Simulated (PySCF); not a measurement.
**How methods differ on the ionisation energy of I²⁺**

I²⁺ [Kr] 4d10 5s2 5p3 (4S) → I³⁺ [Kr] 4d10 5s2 5p2 (3P), as a difference of total energies. All numbers are calculated (PySCF 2.14, scalar relativity by spin-free X2C-1e, in x2c-QZVPPall (13s9p7d4f1g, 112 functions)). Correlated levels: valence: [Kr] 4d10 frozen. The calculations carry no spin-orbit coupling.

```
           method  ionisation energy (eV)
              UHF                  29.861
    MP2 (valence)                  30.342
SCS-MP2 (valence)                  30.212
   CCSD (valence)                  30.321
CCSD(T) (valence)                  30.351
```

How much does correlation contribute at CCSD(T) (valence)?

30.351 − (29.861) = 0.490 eV, measured against UHF.

A first-order spin-orbit estimate (lowest level to lowest level, LS coupling) adds -0.825 eV.

Errors of the correlated levels include the incompleteness of this basis and the frozen core.

For comparison: 29.57 ± 0.025 eV (measured; NIST Atomic Spectra Database, ionization energies).
